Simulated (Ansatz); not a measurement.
Mulliken charges of GeHI3, SMILES `[I][GeH]([I])[I]` from r2SCAN/def2-TZVPP in Ansatz (PBE0-D4/def2-TZVP geometry).

| atom | x (Å) | y (Å) | z (Å) | charge (e) |
| --- | --- | --- | --- | --- |
| I1 | -1.591 | -0.488 | 1.781 | -0.181 |
| Ge2 | 0.072 | 0.153 | 0.027 | 0.506 |
| I3 | 1.994 | -1.447 | 0.049 | -0.181 |
| I4 | -1.017 | 0.146 | -2.224 | -0.181 |
| H5 | 0.593 | 1.563 | 0.325 | 0.038 |

Question: By hand: the dipole of these point charges (1 e Å = 4.8032 D).

Answer: Σ q r = (0.170, 0.461, 0.097) e Å, of length 0.501 e Å = 2.41 D.

Question: How does the dipole of the full density compare? (Estimate.)

Answer: Computed: (0.045, 0.122, 0.026) e Å, 0.64 D; the point charges give 3.77 times that, at 0° from its direction.

Point charges leave out the atoms' own dipoles, such as those of lone pairs, and Mulliken's split depends on the basis, so the two needn't agree.
